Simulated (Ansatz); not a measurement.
Wavefunction ladder for CH4O2Sn (`C[O][Sn][OH]`)

```xyz
8

C     0.610    0.478    0.710
O    -0.613    1.039    0.327
Sn   -1.905    0.306   -0.985
O    -0.912   -1.333   -1.485
H     1.308    0.378   -0.133
H     1.086    1.127    1.452
H     0.492   -0.513    1.169
H    -0.065   -1.481   -1.056
```

Charge 0, multiplicity 1. Correlated methods include outer-core shells of Sn, which these sets cover unevenly. Sn takes the def2 core potential. The geometry is a stationary point of PBE0-D4/def2-TZVP. It is one conformer, not always the lowest. Frozen core, restricted reference, Ansatz 0.2.0.

```json
{"basis": "def2-SVP", "HF (Eh)": "?", "MP2 corr.": "-0.61383", "CCSD corr.": "?", "(T)": "-0.01780", "CCSD(T) total": "?"}
{"basis": "def2-TZVPP", "HF (Eh)": "?", "MP2 corr.": "-0.96999", "CCSD corr.": "?", "(T)": "-0.03551", "CCSD(T) total": "?"}
{"basis": "def2-QZVPP", "HF (Eh)": "-403.40726", "MP2 corr.": "-1.23421", "CCSD corr.": "-1.20278", "(T)": "-0.04352", "CCSD(T) total": "-404.65356"}
```

**Question.** Fill in the withheld values. (Estimate.)

**Answer.** The calculation gave: def2-SVP HF (Eh): -403.14426; def2-SVP CCSD corr.: -0.64387; def2-SVP CCSD(T) total: -403.80593; def2-TZVPP HF (Eh): -403.39524; def2-TZVPP CCSD corr.: -0.97364; def2-TZVPP CCSD(T) total: -404.40439.
